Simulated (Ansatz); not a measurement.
`[CH3][GaH][SnH3]` + `C[SeH]` → `[CH3][GaH][Se]C` + `[SnH4]` at 500 K and 1 bar (cleavage of the Ga–Sn bond).

Gas-phase electronic energies from Ansatz, PBE0-D4/def2-TZVP geometries. CCSD(T)/CBS is the MP2 limit (def2-TZVPP, def2-QZVPP) plus CCSD(T) − MP2 in def2-TZVPP, frozen cores. Elements past krypton have def2 core potentials. For Ga, Se, Sn outer-core shells are correlated without core-valence functions, which leaves a few kJ/mol of doubt a bond. Scalar relativity is left out up to krypton. Each species was taken in one conformer, which may not be the lowest.

```csv
species,CCSD(T)/CBS energy (Eh),H − E (kJ/mol),S (J/(mol·K))
`[CH3][GaH][SnH3]`,-2180.21403,212.3,456.0
`C[SeH]`,-2441.15625,142.1,299.3
`[CH3][GaH][Se]C`,-4405.00109,261.9,463.2
`[SnH4]`,-216.39156,91.5,258.6
```

H − E and S are ideal-gas, rigid-rotor, harmonic terms from PBE0-D4/def2-TZVP, for one conformer and one mirror image of each species. 1 Eh = 2625.50 kJ/mol, R = 8.31446 J/(mol·K).

**Question.** By hand: ΔE, ΔH, ΔS and ΔG.

**Answer.** ΔE = (-4405.00109) + (-216.39156) − (-2180.21403) − (-2441.15625) = -0.02237 Eh = -58.7 kJ/mol. Δ(H − E) = 261.9 + 91.5 − 212.3 − 142.1 = -1.0, so ΔH = -59.7 kJ/mol. ΔS = 463.2 + 258.6 − 456.0 − 299.3 = -33.5 J/(mol·K). ΔG = -59.7 − 500 × (-33.5)/1000 = -43.0 kJ/mol.

**Question.** By hand: the equilibrium constant, and the temperature at which ΔG would vanish if ΔH and ΔS stayed fixed.

**Answer.** log₁₀ K = −ΔG/(RT ln 10) = 4.5. ΔG = 0 at ΔH/ΔS = 1782 K.

ΔH outweighs TΔS. A doubt of 5 kJ/mol in ΔE shifts log₁₀ K by 0.5 here. Other conformers and mirror images would add mixing entropy, several J/(mol·K) or more a flexible species. Modes under 60 cm⁻¹, often nearly free rotors, make the harmonic entropy too high. These are equilibria of isolated gas molecules and say nothing of rates. Largest T1 diagnostic: 0.013 (customary marks: 0.02 for closed shells, 0.045 for open ones).
